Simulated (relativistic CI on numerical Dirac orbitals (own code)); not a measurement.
Ni⁺ in a cubic cluster: 2p photoemission with charge transfer

Computed with a charge-transfer multiplet model of a cubic metal-ligand cluster with up to one ligand hole, Slater and spin-orbit integrals from Dirac-Coulomb-Breit ions, Slater integrals scaled by 0.7. The ground state mixes d9 with configurations of k ligand holes L, whose averages lie at kΔ + k(k − 1)U_dd/2; a core hole lowers each added d electron by U_cd. 300 K, Lorentzian 0.6 eV and Gaussian 0.8 eV FWHM.

Atomic integrals in eV (Slater integrals scaled, ζ unscaled), ground: F2dd 8.519, F4dd 5.287, zeta_d 0.072; with the core hole: F2dd 8.519, F4dd 5.287, zeta_d 0.103, zeta_core 11.413, F2cd 5.424, G1cd 4.090, G3cd 2.325.

Cluster parameters (eV): U_dd = 8.3, U_cd = 10.5, 10Dq = 1.2, 10Dq(ligand) = 1, V(eg) = 1.4, V(t2g) = -0.63, final-state hopping factor = 1.

```json
{"Case": "Δ = 2.1 eV", "n_d": "9.19", "d9": "0.81", "d10L": "0.19", "S": "0.50"}
{"Case": "Δ = 4.1 eV", "n_d": "9.08", "d9": "0.92", "d10L": "0.08", "S": "0.50"}
{"Case": "Δ = 5.1 eV", "n_d": "9.06", "d9": "0.94", "d10L": "0.06", "S": "0.50"}
{"Case": "Δ = 6.1 eV", "n_d": "9.04", "d9": "0.96", "d10L": "0.04", "S": "0.50"}
{"Case": "Δ = 8.1 eV", "n_d": "9.03", "d9": "0.97", "d10L": "0.03", "S": "0.50"}
```

Weights, n_d and S are thermal averages at 300 K. Binding energies count from the first peak over 30 % of the highest in each spectrum, which can be another peak from case to case. The parameters are a model scan and need not match a compound or its usual spin state. Peaks in eV (height, largest 100):
- Δ = 2.1 eV: 0.0 (74), 8.0 (100), 9.9 (44), 17.1 (37), 25.5 (44), 26.2 (43)
- Δ = 4.1 eV: 0.0 (47), 6.2 (100), 8.1 (45), 17.1 (23), 23.7 (44), 24.4 (44)
- Δ = 5.1 eV: 0.0 (45), 5.4 (100), 7.2 (46), 17.2 (22), 22.9 (45), 23.5 (46)
- Δ = 6.1 eV: 0.0 (49), 4.5 (100), 6.3 (48), 17.1 (24), 22.0 (46), 22.6 (48)
- Δ = 8.1 eV: 0.0 (88), 3.1 (100), 4.7 (60), 17.1 (41), 21.1 (58)

For the case Δ = 5.1 eV, Δ = 5.1 eV is smaller than U_dd = 8.3 eV, the charge-transfer side of the Zaanen-Sawatzky-Allen scheme. With the core hole the configuration with one ligand hole lies at Δ − U_cd = -8.4, -6.4, -5.4, -4.4, -2.4 eV from the one without, in the order of the table; where this is negative the screened configuration lies lower.
